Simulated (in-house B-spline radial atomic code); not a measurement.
Si⁴⁺. Computed with a B-spline radial atomic code. Model: all-electron spherical atom, spin shells full or empty, radial basis limit, no spin-orbit coupling: exact exchange with a local potential (Slater, KLI or optimised effective potential, whose far tail is KLI's), no correlation.

Exchange potential has not reached -1/r at the last radius.

The run also made RPA and GW results, which its time includes.

The Slater potential averages the orbital exchange potentials with the orbital densities as weights, KLI adds orbital constants, and the optimised effective potential minimises the exact-exchange energy among local potentials. So their energies lie above Hartree-Fock in the order OEP, KLI, Slater. All fall off as −1/r, unlike LDA and GGA exchange.

Command:
```bash
python run_gw.py task.json out
```
Settings (lengths in bohr, energies in hartree):
```
Z                      14
electrons              10
configuration          [He] 2s2 2p6
hamiltonian            nr
method                 kli
lmax                   9
spin_polarised         False
box_radius             11.96
intervals              65
```

Run time, properties included: 1.7 s on 1 thread of Arm Neoverse N1 (shared host).

Given: hamiltonian non-relativistic; mean-field start exchange-only KLI.

Computed: energy above Hartree-Fock 2.5942 millihartree; virial ratio -E/T less 1 0.000975.

```tsv
radius (bohr)	r times exchange potential (hartree bohr)
0.00357	-0.04068
0.00425	-0.04839
0.00505	-0.057436
0.00601	-0.06825
0.00715	-0.081027
0.0085	-0.09605
0.0101	?
0.012	-0.13434
0.0143	-0.15889
0.017	-0.18701
0.0202	-0.21924
0.0241	-0.25681
0.0286	-0.29762
0.0341	-0.34367
0.0405	?
0.0482	-0.44215
0.0573	-0.49129
0.0682	-0.5366
0.0811	-0.57349
0.0965	-0.59801
0.115	-0.60682
0.136	-0.60167
0.162	-0.59575
0.193	-0.62114
0.23	-0.70546
0.273	-0.83324
0.325	-0.97822
0.386	-1.114
0.46	-1.2295
0.547	-1.308
0.65	-1.3429
0.773	-1.3357
0.92	-1.2956
1.09	-1.2393
1.3	-1.1773
1.55	-1.1216
1.84	-1.078
```

Question: What belongs in the row 0.0101?

Answer: r times exchange potential (hartree bohr): -0.11368.

Question: What belongs in the row 0.0405?

Answer: r times exchange potential (hartree bohr): -0.39184.

```
occupied  level (hartree)  Hartree-Fock level (hartree)
      1s          -68.131                       -70.823
      2s          -7.7903                       -8.0747
      2p          -6.1912                       -6.1929
```

```
empty  level (hartree)
   3s          -2.3291
   3p                ?
   3d          -1.5133
   4s          -1.1234
   4p          -0.9938
```

Question: What belongs in the row 3p?

Answer: level (hartree): -1.9646.

The highest level, 2p, differs from Hartree-Fock by +0.046 eV and the deepest, 1s, by +73.2 eV: a local potential can match the highest level but can't give each shell its own exchange.
